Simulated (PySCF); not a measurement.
## `InChI=1S/C5H13FSi/c1-2-3-5(7)4-6/h5H,2-4H2,1,7H3/t5-/m1/s1`

Molfile (atoms numbered from 1):
```
C5H13FSi
     RDKit          3D

 20 19  0  0  0  0  0  0  0  0999 V2000
    2.8724   -0.1550    0.2891 C   0  0  0  0  0  0  0  0  0  0  0  0
    1.4527   -0.6861    0.4494 C   0  0  0  0  0  0  0  0  0  0  0  0
    0.4145    0.3659    0.0591 C   0  0  0  0  0  0  0  0  0  0  0  0
   -1.0332   -0.0591    0.3256 C   0  0  1  0  0  0  0  0  0  0  0  0
   -2.2046    1.4569    0.2875 Si  0  0  0  0  0  4  0  0  0  0  0  0
   -1.5024   -1.1117   -0.6661 C   0  0  0  0  0  0  0  0  0  0  0  0
   -1.6367   -0.5683   -1.9256 F   0  0  0  0  0  0  0  0  0  0  0  0
    3.5990   -0.9113    0.5779 H   0  0  0  0  0  0  0  0  0  0  0  0
    3.0606    0.1252   -0.7452 H   0  0  0  0  0  0  0  0  0  0  0  0
    3.0239    0.7227    0.9144 H   0  0  0  0  0  0  0  0  0  0  0  0
    1.3353   -1.5784   -0.1690 H   0  0  0  0  0  0  0  0  0  0  0  0
    1.2923   -0.9800    1.4903 H   0  0  0  0  0  0  0  0  0  0  0  0
    0.5217    0.6095   -1.0002 H   0  0  0  0  0  0  0  0  0  0  0  0
    0.6240    1.2769    0.6260 H   0  0  0  0  0  0  0  0  0  0  0  0
   -1.0811   -0.5264    1.3152 H   0  0  0  0  0  0  0  0  0  0  0  0
   -2.0829    2.1462   -0.9926 H   0  0  0  0  0  0  0  0  0  0  0  0
   -3.5747    0.9875    0.5042 H   0  0  0  0  0  0  0  0  0  0  0  0
   -1.7994    2.3418    1.3826 H   0  0  0  0  0  0  0  0  0  0  0  0
   -2.4889   -1.5016   -0.3939 H   0  0  0  0  0  0  0  0  0  0  0  0
   -0.7978   -1.9442   -0.7659 H   0  0  0  0  0  0  0  0  0  0  0  0
  1  2  1  0
  2  3  1  0
  3  4  1  0
  4  5  1  0
  4  6  1  0
  6  7  1  0
  1  8  1  0
  1  9  1  0
  1 10  1  0
  2 11  1  0
  2 12  1  0
  3 13  1  0
  3 14  1  0
  4 15  1  1
  5 16  1  0
  5 17  1  0
  5 18  1  0
  6 19  1  0
  6 20  1  0
M  END
```

Computed, not measured: PySCF, GIAO BHandHLYP/pcSseg-1 magnetisability, rotational g tensor and spin-rotation constants, non-relativistic, gas phase. Geometry: GFN2-xTB.

What are the magnetisability and the molar susceptibility?

Isotropic -1396 × 10⁻³⁰ J/T², or -84.0 × 10⁻⁶ cm³/mol; principal values -1429, -1410, -1347 × 10⁻³⁰ J/T², anisotropy 74 × 10⁻³⁰ J/T² (root of half the summed squared differences of the principal values). The susceptibility is in cgs units.

Split it along the inertial axes a, b, c into diamagnetic and paramagnetic parts about the centre of mass, with the quadrupole moment.


| axis | χ (10⁻⁶ cm³/mol) | diamagnetic (10⁻⁶ cm³/mol) | paramagnetic (10⁻⁶ cm³/mol) | summed x² of all electrons (Å²) | quadrupole Θ (D Å) |
| --- | --- | --- | --- | --- | --- |
| a | -85.2 | -538.5 | 453.2 | 250.0 | -0.58 |
| b | -81.4 | -1211.2 | 1129.8 | 91.4 | -1.42 |
| c | -85.5 | -1448.6 | 1363.1 | 35.5 | +2.00 |

Anisotropies 2χaa − χbb − χcc = -3.6 and 2χbb − χaa − χcc = +7.9 × 10⁻⁶ cm³/mol. Θ is traceless in Buckingham's convention.

And the rotational g tensor?


```tsv
axis	rotational constant (GHz)	g	nuclear part	electronic part
a	2.8528	-0.0158	0.5917	-0.6075
b	1.1425	-0.0081	0.5983	-0.6064
c	0.9195	-0.0056	0.5832	-0.5888
```
Asymmetric top; isotopes 12C, 19F, 1H, 28Si; no vibrational averaging.
